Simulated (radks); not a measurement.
Q: Neutral strontium, [Kr] 5s2. Method: non-relativistic Kohn-Sham, PBE, spin-polarised, spherical densities, point nucleus; computed with a radial shooting solver on a logarithmic mesh with Libxc functionals. Every spin shell is full or empty, so the densities are truly spherical. Functionals are evaluated on that one density, not self-consistently. Rank these exchange functionals by their error against the exact value of the orbitals, and give that value: LDA, B88, PBEsol, PW91, PW86, B86b, G96, APBE, TPSS, revTPSS, SCAN, r2SCAN, Tao-Mo.

A: Exact: -101.876 hartree. From best to worst, with 100 (|E| - |E exact|)/|E exact| (equal figures are ties): PW86 +0.01, PW91 +0.02, r2SCAN -0.05, B86b +0.06, B88 +0.06, TPSS -0.14, SCAN +0.23, G96 +0.32, APBE +0.41, Tao-Mo -0.69, revTPSS -0.83, PBEsol -2.48, LDA -5.43.
